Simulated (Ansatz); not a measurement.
Cost and result up the ladder for Si13H20, a cluster cut from cubic silicon (33 atoms). The state is a singlet with charge 0. Geometry: PBE-D4/def2-SVP.

```xyz
33

Si    2.492    1.632   -1.812
Si   -1.052   -0.603    3.646
Si    2.145   -1.128    0.768
Si   -0.212    1.993    0.851
Si   -1.207    1.318   -2.808
Si   -1.653   -1.411   -0.127
Si    1.038   -1.802   -2.798
Si   -0.896    1.680    3.081
Si    1.963    1.196    0.442
Si    0.967    0.515   -3.219
Si   -2.364   -1.785    2.085
Si    0.518   -2.218   -0.538
Si   -1.746    0.900   -0.558
H     3.893    1.158   -2.108
H     2.427    3.116   -2.075
H    -1.683   -0.728    5.012
H     0.325   -1.207    3.717
H     3.510   -1.571    0.296
H     2.015   -1.491    2.224
H    -0.228    3.472    0.535
H    -1.269    2.799   -3.087
H    -2.192    0.620   -3.713
H    -2.595   -2.121   -1.073
H     2.417   -2.330   -3.110
H     0.046   -2.508   -3.690
H     0.047    2.382    4.028
H    -2.267    2.293    3.243
H     2.936    1.919    1.344
H     1.338    0.772   -4.662
H    -2.344   -3.260    2.406
H    -3.787   -1.295    2.210
H     0.556   -3.705   -0.271
H    -3.138    1.398   -0.243
```

Ansatz on 2 threads of AMD EPYC 7R13 on a shared host and a share (18 GiB) of an NVIDIA H100 80GB HBM3. Times are rough, and most runs start from the orbitals of an earlier one. r2SCAN0-D4/def2-TZVP serves as the yardstick here, not as an exact answer. Differences are given only for rows in sets of like size (and for xTB, whose basis is part of the method), since another set adds its own error. Binding counts from free atoms at the same level (Si triplet, H doublet; other spins of the atoms weren't run), without zero-point energy or a counterpoise term.

B3LYP takes the VWN-RPA correlation. Correlated methods freeze 65 core orbitals. The rows differ in basis, and correlated rows in double-zeta sets carry the largest basis error. Single mean-field runs in def2-TZVP are fitted with def2-universal-jkfit.

Correlated methods converge slowly with the basis, most of all in double-zeta sets.

| level | functions | binding energy per atom (eV) | difference from r2SCAN0-D4/def2-TZVP (eV) |
| --- | --- | --- | --- |
| B3LYP-D4/def2-TZVP | 601 | 3.19 | -0.01 |
| HF/6-31G | 209 | 2.00 | – |
| r2SCAN-D4/def2-TZVP | 601 | 3.22 | 0.02 |
| HF/STO-3G | 137 | 3.62 | – |
| r2SCAN0-D4/def2-TZVP | 601 | 3.20 | 0.00 |
| PBE0-D4/def2-TZVP (with forces) | 601 | 3.20 | 0.00 |
| MP2/def2-TZVP | 601 | 3.04 | -0.16 |
| PBE-D4/def2-SVP | 334 | 3.20 | – |
| HF/def2-TZVP | 601 | 2.39 | -0.82 |
| CCSD(T)/def2-SVP | 334 | 2.97 | – |
| PBE0-D4/def2-SVP | 334 | 3.20 | – |
| B3LYP-D4/6-31G | 209 | 2.94 | – |
| PBE-D4/def2-TZVP (with forces) | 601 | 3.20 | 0.00 |

Problem. Estimate how long each takes.

Solution. PBE0-D4/def2-SVP 5.5 s; HF/def2-TZVP 6.5 s; B3LYP-D4/def2-TZVP 6.5 s; HF/6-31G 6.5 s; HF/STO-3G 7 s; B3LYP-D4/6-31G 7.5 s; PBE-D4/def2-TZVP (with forces) 8 s; r2SCAN-D4/def2-TZVP 8 s; MP2/def2-TZVP 8 s; PBE-D4/def2-SVP 9.5 s; r2SCAN0-D4/def2-TZVP 12 s; PBE0-D4/def2-TZVP (with forces) 13 s; CCSD(T)/def2-SVP 17 s. On shared hardware such times vary by a factor of up to 3.
